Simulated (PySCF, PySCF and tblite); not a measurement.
A run on one conformer of F₂H₆O₂SSi₃, numbered as in [OH:1][Si@H:2]([SiH3:3])[S:4][Si:5]([OH:6])([F:7])[F:8], from an ensemble study. The sound level was PBE0/pcSseg-1 on GFN2-xTB geometries.

Input:

```
{"job": {"xc": "PBE0", "basis": "pcSseg-1", "kind": "nmr", "pop": false}, "charge": 0, "multiplicity": 1}
O      0.580500    -2.119100     1.048600
Si     1.007400    -0.983200    -0.093600
Si     1.848900     0.967800     0.837900
S     -0.578700    -0.896600    -1.502100
Si    -1.810500     0.448500    -0.433100
O     -3.259500     0.487200    -1.236400
F     -2.031800    -0.001400     1.065200
F     -1.152800     1.910400    -0.507500
H      0.364600    -3.001900     0.705700
H      2.125100    -1.613500    -0.827300
H      0.805400     1.629700     1.677800
H      3.034800     0.700200     1.677200
H      2.227900     1.916600    -0.236900
H     -3.162200     0.554700    -2.197600
```

Command: OMP_NUM_THREADS=1 python ens_run.py task.json out

Output:

```
coarse grid: 14560 points
cycle   1  E = -1619.4356502752  dE =  8.434e-01  |g| = 1.173e+00  |ddm| = 3.571e+00
cycle   2  E = -1619.0908661169  dE =  3.448e-01  |g| = 1.828e+00  |ddm| = 2.264e+00
cycle   3  E = -1619.6678167443  dE = -5.770e-01  |g| = 1.418e-01  |ddm| = 1.623e+00
cycle   4  E = -1619.6715430689  dE = -3.726e-03  |g| = 6.894e-02  |ddm| = 1.974e-01
cycle   5  E = -1619.6723670478  dE = -8.240e-04  |g| = 1.229e-02  |ddm| = 5.880e-02
cycle   6  E = -1619.6723925882  dE = -2.554e-05  |g| = 4.739e-03  |ddm| = 1.507e-02
cycle   7  E = -1619.6723968390  dE = -4.251e-06  |g| = 8.877e-04  |ddm| = 5.421e-03
final grid: 125384 points
cycle   8  E = -1619.7489930605  dE = -3.138e-05  |g| = 7.215e-03  |ddm| = 1.901e-02
cycle   9  E = -1619.7489845684  dE =  8.492e-06  |g| = 9.940e-03  |ddm| = 1.241e-02
cycle  10  E = -1619.7490015575  dE = -1.699e-05  |g| = 9.031e-04  |ddm| = 7.258e-03
cycle  11  E = -1619.7490017025  dE = -1.450e-07  |g| = 1.878e-04  |ddm| = 9.703e-04
cycle  12  E = -1619.7490017112  dE = -8.668e-09  |g| = 5.588e-05  |ddm| = 2.909e-04
cycle  13  E = -1619.7490017120  dE = -7.662e-10  |g| = 1.801e-05  |ddm| = 7.041e-05
converged SCF energy = -1619.7490017120

GIAO shielding tensors (ppm)
atom      isotropic    diamagn.    paramagn.     s11        s22        s33       span
  0 O      269.510     389.004    -119.494    221.658    260.807    326.064    104.407
  1 Si     351.908     880.042    -528.134    282.720    351.752    421.252    138.531
  2 Si     454.244     881.025    -426.781    438.295    459.434    465.004     26.709
  3 S      672.786    1063.359    -390.572    559.716    708.954    749.689    189.973
  4 Si     398.309     879.266    -480.956    376.854    397.385    420.690     43.836
  5 O      252.723     387.037    -134.314    217.584    231.344    309.240     91.655
  6 F      312.429     469.970    -157.541    257.867    283.733    395.687    137.820
  7 F      291.438     471.919    -180.482    232.671    270.240    371.402    138.731
  8 H       29.817      30.519      -0.702     22.413     25.587     41.450     19.037
  9 H       25.743      29.352      -3.608     22.672     23.395     31.164      8.492
 10 H       27.610      30.014      -2.404     23.735     27.741     31.354      7.619
 11 H       27.809      28.782      -0.973     24.286     25.131     34.008      9.721
 12 H       27.972      29.644      -1.672     24.476     26.640     32.801      8.325
 13 H       28.966      29.866      -0.901     21.309     25.247     40.341     19.032
```

Q: What is wrong with this calculation, and what did it do to the result?

A: The setting at fault: geometries not relaxed beyond the force field. The run converged. Shieldings averaged over the conformers (ppm), as run and sound:
```
atoms  as run  sound
   O1   268.1  297.9
  Si2   351.9  338.1
  Si3   454.1  461.1
   S4   680.0  695.8
  Si5   391.7  398.5
   O6   259.1  250.1
   F7   293.7  294.8
   F8   300.8  308.8
   H1    28.8   30.1
   H2    25.7   25.6
   H3    27.8   28.1
   H6    28.6   27.7
```
